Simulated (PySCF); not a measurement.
## Spin-rotation constants: `C(C)[C@@H]1[C@H]2CCC[C@@H]12`, C$_{8}$H$_{14}$

Geometry:
```
atom   x (Å)   y (Å)   z (Å)
  C1   2.822   0.776   0.381
  C2   1.999  -0.497   0.207
  C3   0.518  -0.213   0.304
  C4  -0.461  -1.127  -0.375
  C5  -1.866  -1.177   0.185
  C6  -2.280   0.294   0.344
  C7  -1.473   1.072  -0.706
  C8  -0.220   0.251  -0.920
  H9   2.636   1.220   1.357
 H10   3.884   0.562   0.298
 H11   2.554   1.505  -0.381
 H12   2.281  -1.220   0.978
 H13   2.221  -0.943  -0.764
 H14   0.228   0.215   1.255
 H15  -0.088  -2.011  -0.873
 H16  -1.919  -1.715   1.133
 H17  -2.520  -1.684  -0.527
 H18  -2.029   0.646   1.344
 H19  -3.353   0.428   0.210
 H20  -2.026   1.137  -1.645
 H21  -1.254   2.088  -0.373
 H22   0.335   0.412  -1.833
```

The calculation used GIAO B3LYP/pcSseg-1 magnetisability, rotational g tensor and spin-rotation constants, non-relativistic, gas phase (PySCF). Geometry: GFN2-xTB.

(1) Give the nuclear spin-rotation constants along the inertial axes (H = +C I·J) beside the isotropic shieldings.

(2) How do the rotational constants and the g tensor change when H9, H10, H11, H12, H13, H14, H15, H16, H17, H18, H19, H20, H21, H22 are replaced by deuterium?

Answers

(1) Rotational constants 4.3887, 1.3044, 1.1634 GHz. A star marks the isotopologue with that one atom substituted, in its own axes.
```
atom  isotope  Caa (kHz)  Cbb (kHz)  Ccc (kHz)  mean (kHz)  σ (ppm)
  H9       1H     -0.488     -0.141      0.023      -0.202     30.8
 H10       1H      0.050     -0.136     -0.121      -0.069     30.7
 H11       1H     -0.456     -0.020     -0.091      -0.189     30.7
 H12       1H     -0.449     -0.018     -0.074      -0.180     29.9
 H13       1H     -0.509     -0.151      0.026      -0.211     31.4
 H14       1H     -0.505     -0.147      0.015      -0.213     31.6
 H15       1H     -0.475     -0.045     -0.068      -0.196     30.8
 H16       1H     -0.487     -0.057     -0.033      -0.192     30.0
 H17       1H     -0.217     -0.121     -0.048      -0.129     30.0
 H18       1H     -0.410     -0.146      0.013      -0.181     30.6
 H19       1H      0.123     -0.138     -0.130      -0.048     30.3
 H20       1H     -0.303     -0.123     -0.023      -0.150     30.0
 H21       1H     -0.432     -0.009     -0.091      -0.177     30.0
 H22       1H     -0.388     -0.130     -0.018      -0.178     30.9
  C1     13C*      0.623      0.186      0.182       0.331    164.7
  C2     13C*      0.694      0.238      0.198       0.377    150.0
  C3     13C*      0.690      0.214      0.192       0.365    156.0
  C4     13C*      0.615      0.249      0.198       0.354    152.7
  C5     13C*      0.704      0.215      0.219       0.380    149.3
  C6     13C*      0.744      0.181      0.203       0.376    156.1
```
For the geometry as given, no vibrational averaging.

(2) Constants 3.2989, 1.0658, 0.9565 GHz; g 0.0095, -0.0008, -0.0002, against 0.0127, -0.0010, -0.0002 before.
